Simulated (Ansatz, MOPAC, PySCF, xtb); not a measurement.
Pair of molecules: C2H4 (SMILES C=C) (first 6 atoms) with H4OSi (SMILES O[SiH3]); geometry from B3LYP-D3(BJ)/def2-TZVP, rigid monomers moved along the line of their centres of mass till C2···H9 is 3.32 Å.
(charge 0, multiplicity 1):
```csv
atom,x (Å),y (Å),z (Å)
C,0.6359,0.5771,0.2490
C,-0.0404,-0.5603,0.1469
H,0.1645,1.4910,0.5903
H,1.6860,0.6407,-0.0089
H,0.4294,-1.4733,-0.1983
H,-1.0918,-0.6222,0.4008
O,0.5416,-0.5082,4.3621
Si,-0.7732,0.2293,5.0274
H,0.6181,-0.4678,3.4003
H,-0.8043,1.6833,4.7230
H,-0.6720,0.0309,6.4872
H,-2.0453,-0.3568,4.5316
```

Interaction energies are E(AB) − E(A) − E(B) at the monomers' geometry in the complex; basis-set methods are counterpoise corrected. Rows marked so take none.

Rows in 6-31G* carry no dispersion term and start afresh at each structure (6-31G* with six Cartesian d functions). The state reached by PM3 isn't checked.

Codes used: Ansatz (Gaussian basis) for Hartree–Fock, density functionals and correlated methods; MOPAC for PM3 (differences of heats of formation); PySCF for 6-31G* rows, the dispersion terms; xtb for the GFN methods. 

| level | interaction energy (kcal/mol) |
|---|---|
| GFN-FF | -1.32 |
| PM3 | -0.16 |
| HF/6-31G* | -1.41 |
| HF/6-31G* (no counterpoise) | -2.00 |
| PBE-D4/def2-TZVPPD | -2.09 |
| r2SCAN/def2-TZVPPD | -1.60 |
| B3LYP/def2-TZVPPD | -1.14 |
| PBE0-D4/def2-TZVPPD | -2.05 |
| M06-2X/6-31G* (no counterpoise) | ___ |

Question: Complete the blanks.

Answer: 
- M06-2X/6-31G* (no counterpoise), interaction energy (kcal/mol): -2.19

Ansatz is an electronic-structure program.
